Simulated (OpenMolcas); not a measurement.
## V IV: CASPT2 settings compared

```
Program             : OpenMolcas
Basis               : ANO-RCC-VTZP [6s5p3d2f1g]
Scalar Hamiltonian  : X2C, point nucleus
Active space        : 2 electrons in 5 orbitals (3d)
State averaging     : 2S+1 = 3 even, 10 roots; 2S+1 = 1 even, 15 roots kept (CI in the orbitals of an earlier block)
Spin-orbit coupling : state interaction with AMFI integrals over the reference wave functions, term energies averaged over their components
```

Methods on the same reference wave functions:
A. CASSCF
B. SS-CASPT2, IPEA 0 Eh, real shift 0.25 Eh (closed shells correlated: 3s 3p)
C. SS-CASPT2, IPEA 0.15 Eh, imaginary shift 0.5 Eh (closed shells correlated: 3s 3p)
D. XMS-CASPT2, IPEA 0.5 Eh, no level shift (closed shells correlated: 2s 2p 3s 3p)

Energies in cm-1 above 3d2 3F2, the measured ground level; measured values from Sugar and Corliss, J. Phys. Chem. Ref. Data 7, 1191 (1978).

```csv
Level,A,B,C,D,Measured
3d2 3F2,0.0,0.0,0.0,0.0,0.0
3d2 3F3,326,328,328,328,325
3d2 3F4,748,750,750,749,735
3d2 1D2,13946,10740,10760,11380,10959
3d2 3P0,16475,13400,13600,14440,
3d2 3P1,16588,13510,13710,14560,13239
3d2 3P2,16833,13760,13950,14800,13458
3d2 1G4,21562,18950,18920,19100,18391
3d2 1S0,52706,43180,43250,43550,42462
```

Deviations, from unrounded energies. A percentage is the sum of absolute deviations over the sum of measured energies, with the sign that they share, or ± where signs differ.

| Against measurement | Levels | A | B | C | D |
| --- | --- | --- | --- | --- | --- |
| mean absolute deviation (cm-1) | 7 | 3300 | 300 | 360 | 700 |
| fine structure of the ground term (%) | 2 | +1.3 | +1.7 | +1.7 | +1.6 |
| other terms of the ground configuration (%) | 5 | +23.5 | ±2.1 | ±2.5 | +4.9 |

B lies closest to measurement on these levels and A furthest from it. The largest miss of B in the table is 3d2 1S0, by +720 cm-1. The ranking rests on the paired levels alone, and a cruder setting can come out closer through cancelling errors.

Among B to D the level of the table that moves most is 3d2 3P1, by 1000 cm-1 (lowest in B, highest in D). Moves below CASPT2's spread within the term are not significant.

The mean deviations of B to D differ by less than CASPT2's widest spread within a term (2300 cm-1), so their order carries little weight.

From A to B the spin-free energies of the other terms of 3d2 shown, above 3F, scale by factors of 0.76 to 0.88, as is usual when dynamic correlation screens the repulsion within a d or f shell.

The lowest spin-free term lies below A's lowest term by 0.298 hartree in B, 0.296 hartree in C, 0.327 hartree in D.

CASPT2 breaks the degeneracy within a term, and the mean is taken; among the terms shown or strongly mixed into the levels shown the widest spread is 2300 cm-1 (3d2 3F, D). Terms from blocks run as CI alone lack orbitals of their own. Without dynamic correlation excited terms often stand tens of per cent too high (terms of higher spin than the ground term too low), and those without a measured partner can miss by more than the paired ones (holds for A). Computed and measured levels are paired by configuration, term and J; levels that our copy of the source lacks, or whose pairing is in doubt (as where it misses far off the trend of its configuration), stay unpaired and out of the deviations. Only configurations of the active space appear.
